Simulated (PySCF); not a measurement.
Isomers C8H12ClF:

A. `F[C@@H]1C[C@@H]2CC[C@H]1[C@@H](Cl)C2`
B. `C1[C@@H](F)C[C@H](/C=C/Cl)CC1`
C. SMILES [C@H]12[C@H](C[C@@H](F)[C@H]1Cl)CCC2

Spectrum 1. 13C{1H} NMR (computed): δ 100.9 (CH), 69.6 (CH), 51.2 (CH), 44.5 (CH), 40.4 (CH2), 40.1 (CH2), 35.4 (CH2), 31.5 (CH2).

Spectrum 2. 13C{1H} NMR (computed): δ 148.2 (CH), 129.7 (CH), 90.2 (CH), 42.0 (CH2), 40.0 (CH), 36.4 (CH2), 34.3 (CH2), 23.5 (CH2).

Spectrum 3. 13C{1H} NMR (computed): δ 92.1 (CH), 60.2 (CH), 41.9 (CH), 41.2 (CH2), 38.1 (CH2), 28.5 (CH), 27.4 (CH2), 14.5 (CH2).

PySCF calculation with geometry: GFN2-xTB and shielding tensors at PBE0/pcSseg-1 (GIAO); averaged over atoms made equivalent by symmetry, fast rotation or ring inversion, non-relativistic, gas phase, a single conformation.

Scale: 13C vs TMS (reference shieldings calculated alike). Splittings of carbon signals by F and P are missing where no couplings were computed. Shifts are as computed. Against solution values, carbons near 30 ppm lie about +3 ppm off and those near 130 ppm about +5 ppm; carbons on Cl a further +6 ppm. Of 1211 compounds with measured shifts, 218 miss one by over three times the rms of a fit or turn the order of signals round; such compounds aren't used in these exercises. Carbons bonded to Cl come out too deshielded.

Match each spectrum to its structure.

Results:

1–C, 2–B, 3–A.

- Spectrum 1 (C): 8 13C signals; δC 100.9 is an sp3 CH bonded to F; δC 69.6 is an sp3 CH bonded to Cl.
- Spectrum 2 (B): 8 13C signals; δC 148.2 is an alkene CH; δC 129.7 is an alkene CH.
- Spectrum 3 (A): 8 13C signals; δC 92.1 is an sp3 CH bonded to F; δC 60.2 is an sp3 CH bonded to Cl.
